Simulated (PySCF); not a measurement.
CH₄ClNOSi₂, SMILES Cl[Si@H]1N=CO[SiH2]1.

Geometry optimised at PBE-D3(BJ)/def2-SVP. The structure was generated by enumeration; whether it is a known compound was not checked.

Two levels are set side by side: TDA-PBE/def2-SVPD (PySCF) and TDA-LC-ωPBE/def2-SVPD (PySCF). Vertical, same geometry. The lowest singlet is HOMO→LUMO 99 % with PBE and HOMO→LUMO 69 %, HOMO→LUMO+4 11 % with the other functional; states are paired by order. Differences are taken from unrounded values.

```csv
quantity,TDA-PBE
lowest singlet excitation (eV),4.32
lowest triplet excitation (TDA) (eV),4.03
first bright state (f over 0.05) (eV),5.24
its oscillator strength,0.07
```

Q: These are the TDA-PBE values. What does TDA-LC-ωPBE give? (The exact figures need the calculation; the answer reports its results.)

A: 
| quantity | TDA-LC-ωPBE | TDA-PBE minus TDA-LC-ωPBE |
|---|---|---|
| lowest singlet excitation (eV) | 5.04 | -0.72 |
| lowest triplet excitation (TDA) (eV) | 4.59 | -0.56 |
| first bright state (f over 0.05) (eV) | 6.38 | -1.15 |
| its oscillator strength | 0.07 | -0.01 |

Functionals without exact exchange tend to place singlet excitations lower, as here. Differences between two approximate levels are no errors against the true value.

Rough cost on one machine, each run with all the roots and properties that it gave: TDA-LC-ωPBE against TDA-PBE about 3 times.
